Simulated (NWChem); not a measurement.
System meant: C3H4BCl; SMILES C#CB(C)Cl

NWChem input:

```
start job
memory heap 200 mb stack 900 mb global 1100 mb
geometry units angstroms noautoz
  B      0.349379     0.064549     0.010233
  C     -0.230138    -1.346570     0.002309
  C     -0.668813    -2.482999    -0.001810
  H     -1.064691    -3.483269    -0.005296
  Cl    -0.794076     1.407573    -0.005684
  C      1.887641     0.328961     0.008618
  H      2.157016     1.384679     0.143681
  H      2.297233    -0.016951    -0.957923
  H      2.388009    -0.284584     0.775705
end
basis spherical
  * library def2-svp
end
dft
  odft
  mult 2
  xc b3lyp
  iterations 150
  mulliken
end
task dft energy
```

End of the output:

```
 Summary of "ao basis" -> "" (spherical)
 ------------------------------------------------------------------------------
       Tag                 Description            Shells   Functions and Types
 ---------------- ------------------------------  ------  ---------------------
 *                          def2-svp                  on all atoms

                                 NWChem DFT Module
                                 -----------------

 Summary of "ao basis" -> "ao basis" (spherical)
 ------------------------------------------------------------------------------
       Tag                 Description            Shells   Functions and Types
 ---------------- ------------------------------  ------  ---------------------
 B                          def2-svp                 6       14   3s2p1d
 C                          def2-svp                 6       14   3s2p1d
 H                          def2-svp                 3        5   2s1p
 Cl                         def2-svp                 8       18   4s3p1d

 Summary of "ao basis" -> "ao basis" (spherical)
 ------------------------------------------------------------------------------
       Tag                 Description            Shells   Functions and Types
 ---------------- ------------------------------  ------  ---------------------
 B                          def2-svp                 6       14   3s2p1d
 C                          def2-svp                 6       14   3s2p1d
 H                          def2-svp                 3        5   2s1p
 Cl                         def2-svp                 8       18   4s3p1d

  number of electrons :                   44
  multiplicity        :                    2
 ------------------------------------------------------------------------
  no. of electrons and multiplicity not compatible                  44
 ------------------------------------------------------------------------
 ------------------------------------------------------------------------
  current input line :
    24: task dft energy
 ------------------------------------------------------------------------
 ------------------------------------------------------------------------
 There is an error in the input file
 ------------------------------------------------------------------------
 For more information see the NWChem manual at https://nwchemgit.github.io

0: no. of electrons and multiplicity not compatible:Received an Error in Communication
```

### Question
Can this run be used? If not, why, and what is the fix?

### Answer
The input was rejected before any calculation. Cause: the multiplicity doesn't fit the number of electrons (an even count wants an odd multiplicity, and the reverse). This input runs:
```
start job
memory heap 200 mb stack 900 mb global 1100 mb
geometry units angstroms noautoz
  B      0.349379     0.064549     0.010233
  C     -0.230138    -1.346570     0.002309
  C     -0.668813    -2.482999    -0.001810
  H     -1.064691    -3.483269    -0.005296
  Cl    -0.794076     1.407573    -0.005684
  C      1.887641     0.328961     0.008618
  H      2.157016     1.384679     0.143681
  H      2.297233    -0.016951    -0.957923
  H      2.388009    -0.284584     0.775705
end
basis spherical
  * library def2-svp
end
dft
  xc b3lyp
  iterations 150
  mulliken
end
task dft energy
```
It converges to -601.53906 Ha (B3LYP/def2-SVP).
